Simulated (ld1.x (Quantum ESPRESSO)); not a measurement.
**Scattering properties, ultrasoft potential for chlorine (Cl)**

```json
{
 "Element": "Cl (Z = 17)",
 "Generator": "ld1.x (Quantum ESPRESSO) 7.5",
 "Type": "ultrasoft",
 "Functional": "LDA (PZ)",
 "Relativity": "scalar-relativistic",
 "Frozen core": "[Ne]",
 "Valence charge": "7",
 "Reference configuration": "3s2 3p5",
 "Partial waves": "3s (bound): rcut 0.85, rcutus 1.15 bohr; 3s channel at 2.75 Ry: rcut 0.85, rcutus 1.15 bohr; 3p (bound): rcut 0.95, rcutus 1.25 bohr; 3p channel at 4.45 Ry: rcut 0.95, rcutus 1.25 bohr",
 "Local potential": "all-electron potential smoothed inside 0.90 bohr (lloc = -2)",
 "Core correction": "Bessel-smoothed model core, default radius (core density twice the valence density)",
 "Augmentation charge": "built from norm-conserving waves at rcut, not smoothed further"
}
```

The phase is arctan(r·u′/u) with u = r·R(r), unwrapped; energies in Ry, scanned from -4 to 5 Ry. A pole is an energy at which the radial function vanishes at the test radius. The pseudo phase is shifted by a multiple of π to meet the all-electron one at the reference energy, and phase errors are pseudo minus all-electron; the curves can meet again beyond the range given. Levels narrower than the energy grid can be missing from the lists of poles.

Q: For each channel, where are the poles, and over which energies does the pseudopotential scatter like the atom?

A:

| channel | radius (bohr) | reference energy (Ry) | poles, all-electron | poles, pseudo | unbroken range about the reference energy with phases within 0.05 rad | phase error 1 Ry above the reference energy (rad) |
| --- | --- | --- | --- | --- | --- | --- |
| s | 1.35 | -1.52 | none | 4.97 | the whole range | +0.000 |
| p | 1.35 | -0.64 | none | none | the whole range | -0.001 |

Phases in the p channel:

```csv
E (Ry),all-electron,pseudo
-4.00,1.082,1.080
-3.76,1.060,1.058
-3.52,1.034,1.033
-3.28,1.006,1.005
-3.04,0.975,0.973
-2.80,0.938,0.937
-2.56,0.897,0.895
-2.32,0.849,0.848
-2.08,0.793,0.792
-1.84,0.727,0.726
-1.60,0.650,0.649
-1.36,0.558,0.558
-1.12,0.451,0.451
-0.88,0.325,0.325
-0.64,0.182,0.182
-0.40,0.023,0.023
-0.16,-0.144,-0.144
0.08,-0.312,-0.312
0.32,-0.472,-0.472
0.56,-0.616,-0.617
0.80,-0.743,-0.744
1.04,-0.852,-0.853
1.28,-0.944,-0.945
1.52,-1.022,-1.024
1.76,-1.089,-1.090
2.00,-1.146,-1.147
2.24,-1.195,-1.196
2.48,-1.237,-1.238
2.72,-1.274,-1.275
2.96,-1.307,-1.308
3.20,-1.336,-1.337
3.44,-1.362,-1.362
3.68,-1.385,-1.386
3.92,-1.406,-1.407
4.16,-1.425,-1.425
4.40,-1.443,-1.443
4.64,-1.459,-1.459
4.88,-1.474,-1.474
```
